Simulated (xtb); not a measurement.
4,4-difluorobut-1-yne (C4H4F2), SMILES C#CCC(F)F. All values are semi-empirical tight-binding results from xtb (GFN2-xTB unless named), good for trends rather than for accurate numbers. Geometry optimised at GFN2-xTB. Other conformers were not sampled.

Optimised geometry:

Bonded distances (Å): C1–C2 1.196, C1–H7 1.049, C2–C3 1.449, C3–C4 1.525, C3–H8 1.093, C3–H9 1.094, C4–F5 1.357, C4–F6 1.353, C4–H10 1.101. Angles (°): C2–C1–H7 179.1, C1–C2–C3 178.9, C2–C3–C4 110.9, C2–C3–H8 110.1, C2–C3–H9 110.0, C4–C3–H8 108.1, C4–C3–H9 108.7, H8–C3–H9 109.0, C3–C4–F5 110.2, C3–C4–F6 111.2, C3–C4–H10 113.3, F5–C4–F6 106.1, F5–C4–H10 107.9, F6–C4–H10 107.8.

```
Quantity                                        Value
--------------------------------------  -------------
orbital gap                                   6.92 eV
dipole moment                                  2.65 D
zero-point energy                       42.2 kcal/mol
G − E(el) at 298.15 K (modified RRHO)   23.1 kcal/mol
static polarisability (D4 model)           48.2 bohr³
solvation energy, GFN2-xTB/ALPB(water)  -3.2 kcal/mol
solvation energy, GFN2-xTB/ALPB(ether)  -5.3 kcal/mol
```

Computed IR lines (harmonic; lines under 4 % of the strongest left out, lines within 3 cm⁻¹ merged):
ν (cm⁻¹): 403 (w), 464 (w), 531 (w), 648 (m), 671 (m), 874 (w), 1004 (w), 1024 (m), 1030 (vs), 1097 (s), 1153 (m), 1276 (m), 1314 (m), 1417 (w), 2302 (w), 2890 (m), 2971 (w), 2979 (w), 3402 (w) (against the strongest line: vs over 80 %, s over 45 %, m over 15 %, w over 4 %, vw less)

Give the atomic charges and the Wiberg bond orders between heavy atoms. (The exact figures need the calculation; the answer reports its results.)

charges (e) C1 -0.10, C2 -0.02, C3 -0.06, C4 0.31, F5 -0.23, F6 -0.22, H7 0.09, H8 0.08, H9 0.09, H10 0.06. Bond orders C1–C2 2.90, C2–C3 1.05, C3–C4 0.97, C4–F5 0.94, C4–F6 0.95.
